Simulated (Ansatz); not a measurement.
Consider the redistribution: `N#[C][GaH2]` + `BS[SiH2]C` → `C[SiH2][S][GaH2]` + `BC#N`.

Gas-phase electronic energies from Ansatz, PBE0-D4/def2-TZVP geometries. CCSD(T)/CBS is the MP2 limit (def2-TZVPP, def2-QZVPP) plus CCSD(T) − MP2 in def2-TZVPP, frozen cores. This one scheme is used for every species. DFT in def2-TZVPP. For Ga outer-core shells are correlated without core-valence functions, which leaves a few kJ/mol of doubt a bond. Scalar relativity is left out up to krypton. One conformer a species, not always the lowest.

```json
{"level": "LDA (SPW92)", "ΔE (kJ/mol)": "-14.0"}
{"level": "PBE-D4", "ΔE (kJ/mol)": "-16.0"}
{"level": "BHLYP", "ΔE (kJ/mol)": "-15.2"}
{"level": "CCSD(T)/def2-SVP", "ΔE (kJ/mol)": "-4.2"}
```

**Question.** What does CCSD(T)/CBS give? (Best estimate.)

**Answer.** The calculation gave: -13.5 kJ/mol. The listed levels differ from it by -0.5, -2.5, -1.7, 9.3 kJ/mol.

Largest T1 diagnostic among the species: 0.014.

In def2-TZVPP, CCSD(T) changes the Hartree–Fock value by +8.5 kJ/mol (the triples alone add +0.8 kJ/mol) and MP2 by +7.5 kJ/mol. The D4 term adds −4.6 kJ/mol with B3LYP and −2.7 kJ/mol with PBE0; it sums over pairs of atoms, weighted by their polarisabilities, and B3LYP, whose exchange is more repulsive, gets the larger term. At CCSD(T), def2-SVP lies +9.3 kJ/mol from the extrapolated value and def2-TZVPP +5.6 kJ/mol.

B3LYP here is the variant with VWN-RPA as its local correlation; programs differ in this.
